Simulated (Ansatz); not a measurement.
Ideal-gas functions of H2OSSn (`[OH][Sn][SH]`) at 298.15 K and 1 bar, from an Ansatz frequency run at PBE0-D4/def2-TZVP.

Molar mass 168.79 g/mol, point group Cs (symmetry number 1), electronic degeneracy 1, moments of inertia 57.654, 171.159, 228.813 u Å². Harmonic wavenumbers (cm⁻¹, unscaled): 171, 205, 325, 363, 549, 599, 732, 2709, 3885.

Use S(trans) = R[1.5 ln M + 2.5 ln T − 1.1517]; rotational temperatures θ = 24.2544 K / I; S(rot) = R[ln(√π/σ · √(T³/θAθBθC)) + 1.5]; for each mode x = 1.438777 ν̃/T, S = R[x/(eˣ − 1) − ln(1 − e⁻ˣ)] and H = RT x/(eˣ − 1); 1 cm⁻¹ = 0.0119627 kJ/mol; R = 8.31446 J/(mol·K).

By hand: the entropy, in J/(mol·K).

Translation 172.8. Rotation: θ = 0.4207, 0.1417, 0.106 K, giving 109.3. Vibration, mode by mode: 10.14, 8.74, 5.38, 4.64, 2.29, 1.89, 1.13, 0.00, 0.00, in all 34.2. Electronic 0.0. Sum 316.3 J/(mol·K).

By hand: H − E and G − E in kJ/mol, counted from the electronic energy.

Zero-point energy ½ × 9538 × 0.0119627 = 57.1; thermal vibration 6.2; translation, rotation and pV give 4 RT = 9.9. H − E = 73.2 kJ/mol, and G − E = 73.2 − 298.15 × 316.3/1000 = -21.1 kJ/mol.

Vibration gives 11 % of the entropy. The sum counts one conformer and one mirror image; others add a mixing term.
